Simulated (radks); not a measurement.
Spherical quantum dot in the effective-mass picture: electrons in a hard-walled sphere of radius 8.61, all in effective atomic units (hartree* = m*/eps^2 hartree, bohr* = eps/m* bohr), one dielectric constant everywhere. Calculated with a radial shooting solver with Libxc functionals: non-relativistic Kohn-Sham, LDA (Slater exchange, Perdew-Wang correlation), spin-polarised, spherical densities. Levels are named by radial order and angular momentum (1s, 1p, 1d, 2s, ...), and open shells are averaged over m. Each electron was tried in the lowest free levels, single moves between levels near the top were tried too, and the lowest total energy was kept; such a search can miss a lower state. At N = 1 the Hartree and exchange-correlation terms need not cancel, so that row can carry a self-interaction error.

| N | open shells | 2S | mu = E(N) - E(N-1) (hartree*) | addition energy mu(N+1) - mu(N) (hartree*) | rms radius (bohr*) |
|---|---|---|---|---|---|
| 1 | 1s(up 1, down 0) | 1 | 0.066990 | 0.1652 | 4.672 |
| 2 | none | 0 | 0.23215 | 0.1914 | 5.061 |
| 3 | 1p(up 1, down 0) | 1 | 0.42354 | 0.1372 | 5.412 |
| 4 | 1p(up 2, down 0) | 2 | 0.56074 | 0.1393 | 5.614 |
| 5 | 1p(up 3, down 0) | 3 | 0.69999 | 0.1674 | 5.757 |
| 6 | 1p(up 3, down 1) | 2 | 0.86742 | 0.1346 | 5.870 |
| 7 | 1p(up 3, down 2) | 1 | 1.0021 | 0.1360 | 5.961 |
| 8 | none | 0 | 1.1381 | 0.1970 | 6.038 |
| 9 | 1d(up 1, down 0) | 1 | 1.3351 | 0.1339 | 6.118 |
| 10 | 1d(up 2, down 0) | 2 | 1.4691 | 0.1342 | 6.186 |
| 11 | 1d(up 3, down 0) | 3 | 1.6033 | 0.1344 | 6.244 |
| 12 | 1d(up 4, down 0) | 4 | 1.7377 | 0.1344 | 6.296 |
| 13 | 1d(up 5, down 0) | 5 | 1.8721 | 0.1631 | 6.341 |
| 14 | 1d(up 5, down 1) | 4 | 2.0352 | 0.1320 | 6.382 |
| 15 | 1d(up 5, down 2) | 3 | 2.1672 | 0.1323 | 6.420 |
| 16 | 1d(up 5, down 3) | 2 | 2.2995 | 0.1325 | 6.454 |
| 17 | 1d(up 5, down 4) | 1 | 2.4320 | 0.1326 | 6.486 |
| 18 | none | 0 | 2.5646 | 0.2074 | 6.515 |
| 19 | 1f(up 1, down 0) | 1 | 2.7720 | 0.1314 | 6.546 |
| 20 | 1f(up 2, down 0) | 2 | 2.9034 | 0.1314 | 6.575 |
| 21 | 1f(up 3, down 0) | 3 | 3.0348 | 0.1314 | 6.602 |
| 22 | 1f(up 4, down 0) | 4 | 3.1662 | 0.1314 | 6.627 |
| 23 | 1f(up 5, down 0) | 5 | 3.2977 | 0.1314 | 6.650 |
| 24 | 1f(up 6, down 0) | 6 | 3.4291 | 0.1314 | 6.672 |
| 25 | 1f(up 7, down 0) | 7 | 3.5605 | 0.1602 | 6.693 |
| 26 | 1f(up 7, down 1) | 6 | 3.7207 | 0.1300 | 6.712 |
| 27 | 1f(up 7, down 2) | 5 | 3.8507 | 0.1301 | 6.731 |
| 28 | 1f(up 7, down 3) | 4 | 3.9808 | 0.1302 | 6.748 |
| 29 | 1f(up 7, down 4) | 3 | 4.1110 | 0.1302 | 6.765 |
| 30 | 1f(up 7, down 5) | 2 | 4.2413 | 0.1302 | 6.781 |
| 31 | 1f(up 7, down 6) | 1 | 4.3715 | 0.1302 | 6.797 |
| 32 | none | 0 | 4.5017 | 0.2197 | 6.811 |
| 33 | 1g(up 1, down 0) | 1 | 4.7214 | - | 6.827 |

All shells are closed at N = 2, 8, 18, 32 (there: 1s2 1p6 1d10 1f14); the second difference of the energy has clear peaks (12 % above both neighbours; the first and last values, which can be the largest, are not judged, and half-filled shells can peak too) at N = 2, 5, 8, 13, 18, 25.
